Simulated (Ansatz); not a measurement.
Species, as SMILES: O=[P] (O-P), doublet.
Atoms: P1, O2. Bonds: P1-O2.

Basis-set convergence of the optimised P1-O2 bond length at HF with Ansatz (a first-principles code). Cartesian d functions, on some or all atoms, in 6-31+G*, 6-311+G**; all else is spherical. The program fits the integrals of some runs and decomposes those of others, by size. Open shells are unrestricted. No added dispersion term, no relativity. Reference: the value in pcseg-4, 1.4356 Å, itself unsure by roughly 0.0008 Å (its mean distance from aug-pcseg-3, aug-cc-pV(Q+d)Z, cc-pV(5+d)Z). Deviations are taken from unrounded values.

| basis | functions | optimised P1-O2 bond length (Å) | minus reference (Å) |
|---|---|---|---|
| cc-pV(D+d)Z | 37 | 1.4525 | 0.0169 |
| 6-31+G* | 42 | 1.4559 | 0.0203 |
| 6-311+G** | 53 | 1.4494 | 0.0138 |
| aug-cc-pV(D+d)Z | 55 | 1.4559 | 0.0203 |
| 6-311++G(2d,2p) | 62 | 1.4420 | 0.0064 |
| cc-pV(T+d)Z | 69 | 1.4395 | 0.0039 |
| 6-311++G(3df,3pd) | 86 | 1.4379 | 0.0023 |
| jun-cc-pV(T+d)Z | 87 | 1.4395 | 0.0039 |
| aug-cc-pV(T+d)Z | 101 | 1.4396 | 0.0040 |
| cc-pV(Q+d)Z | 119 | 1.4372 | 0.0016 |
| aug-cc-pV(Q+d)Z | 169 | 1.4370 | 0.0014 |
| cc-pV(5+d)Z | 191 | 1.4361 | 0.0005 |

The smallest set listed that lies within 0.01 Å of the reference with all its larger relatives (same family, alike in diffuse functions; a set with none counts only in the reference's own line) is 6-311++G(2d,2p) (62 functions, 0.0064 Å off).
